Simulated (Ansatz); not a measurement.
Cost and result up the ladder for Sb₃ (the lowest doublet isomer of a short search) (3 atoms). Charge 0, multiplicity 2. Geometry: r2SCAN-D4/def2-SVP.

```xyz
3

Sb   -0.8331    0.6873    1.2278
Sb    1.5208    0.2071   -0.0442
Sb   -0.6877   -0.8944   -1.1836
```

Ansatz on 4 threads of Arm Neoverse V1 on a shared host. Times are rough, and most runs start from the orbitals of an earlier one. No level here is sound enough to serve as a yardstick. Binding counts from free atoms at the same level (Sb quartet; other spins of the atoms weren't run), without zero-point energy or a counterpoise term.

In the def2 sets Sb takes a core potential; there is no spin–orbit coupling. Correlated methods freeze 12 core orbitals; core or outer-core shells of Sb are correlated, in sets that lack core-valence functions. The structure comes from a short search, and lower isomers may exist.

Run but left out: HF/STO-3G, HF/def2-TZVP, B2PLYP/def2-TZVP, MP2/def2-TZVP, CCSD(T)/def2-SVP (⟨S²⟩ 1.07 to 1.49, where a pure state has 0.75).

Correlated methods converge slowly with the basis.

```tsv
level	functions	wall time	binding energy per atom (eV)	remarks
PBE-D4/def2-SVP	78	1.2 s	1.87	–
PBE0-D4/def2-SVP	78	1.8 s	1.64	spin-contaminated (⟨S²⟩ 0.91)
PBE-D4/def2-TZVP	150	2.5 s	1.91	–
revPBE-D4/def2-TZVP	150	2.7 s	1.76	–
PBE-D4/def2-TZVPD	168	3.4 s	1.92	–
BHLYP-D4/def2-TZVP	150	4 s	1.59	spin-contaminated (⟨S²⟩ 1.00)
PBE0-D4/def2-TZVP (with forces)	150	4.8 s	1.70	spin-contaminated (⟨S²⟩ 0.91)
r2SCAN-D4/def2-TZVP	150	5.5 s	1.68	spin-contaminated (⟨S²⟩ 0.91)
PBE0-D4/def2-TZVPD	168	5.5 s	1.71	spin-contaminated (⟨S²⟩ 0.91)
RPA@PBE/def2-TZVP	150	6 s	1.53	–
r2SCAN-D4/def2-TZVPD	168	7 s	1.68	spin-contaminated (⟨S²⟩ 0.91)
ωB97X-V/def2-TZVP	150	10 s	1.74	spin-contaminated (⟨S²⟩ 1.00)
```
